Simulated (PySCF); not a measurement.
A structure optimised at PBE0-D3(BJ)/def2-TZVP, used in a PySCF frequency run:

```xyz
6

C      0.7832     0.0000     0.0000
C     -0.3916     0.6783     0.0000
C     -0.3916    -0.6783     0.0000
H      1.8655     0.0000     0.0000
H     -0.9328     1.6156     0.0000
H     -0.9328    -1.6156     0.0000
```
Charge +1, spin multiplicity 1.

Q: Write its SMILES, formula and point group.

A: c1c[cH+]1, C₃H₃, D3h

Q: What are its rotational constants (standard atomic weights)?

A: 30.979, 30.979, 15.490 GHz
